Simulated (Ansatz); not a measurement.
Species: H₆AlFSi₂, SMILES `[F][Al]([SiH3])[SiH3]` (charge 0, multiplicity 1).

### Question
Give a relaxed geometry from PBE0-D4/def2-TZVP run with Ansatz (a first-principles code).

### Answer
the end point of this relaxation (outside a Z-matrix the atoms follow the SMILES, hydrogens last).
Bond lengths (Å): F1–Al2 1.656, Al2–Si3 2.456, Al2–Si4 2.457, Si3–H5 1.488, Si3–H6 1.492, Si3–H7 1.491, Si4–H8 1.490, Si4–H9 1.491, Si4–H10 1.490. Bond angles (°): F1–Al2–Si3 116.8, F1–Al2–Si4 115.5, Si3–Al2–Si4 127.7, Al2–Si3–H5 113.1, Al2–Si3–H6 109.6, Al2–Si3–H7 110.3, H5–Si3–H6 108.1, H5–Si3–H7 108.4, H6–Si3–H7 107.0, Al2–Si4–H8 111.2, Al2–Si4–H9 110.7, Al2–Si4–H10 111.2, H8–Si4–H9 107.8, H8–Si4–H10 108.0, H9–Si4–H10 107.8.
